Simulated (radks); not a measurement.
Question: K, 19 electrons, occupied as [Ar] 4s1. Calculated with a radial shooting solver on a logarithmic mesh with Libxc functionals: Dirac Kohn-Sham, LDA (Slater exchange, Perdew-Wang correlation), spin-unpolarised, spherical densities, finite nucleus; Fermi nuclear charge, rms radius 3.4349 fm. Some entries of the table are withheld. Estimate them.

| orbital | occ. | eigenvalue (hartree) | <r> (bohr) |
|---|---|---|---|
| 1s1/2 | 2 | -129.0292 | 0.08124 |
| 2s1/2 | 2 | (1) | 0.3889 |
| 2p1/2 | 2 | -10.35910 | (2) |
| 2p3/2 | 4 | -10.25311 | (3) |
| 3s1/2 | 2 | -1.29278 | 1.270 |
| 3p1/2 | 2 | (4) | 1.432 |
| 3p3/2 | 4 | (5) | 1.441 |
| 4s1/2 | 1 | -0.08922 | 4.902 |

Answer: 
(1) 2s1/2 eigenvalue (hartree): -12.94290
(2) 2p1/2 <r> (bohr): 0.3495
(3) 2p3/2 <r> (bohr): 0.3520
(4) 3p1/2 eigenvalue (hartree): -0.69890
(5) 3p3/2 eigenvalue (hartree): -0.68893
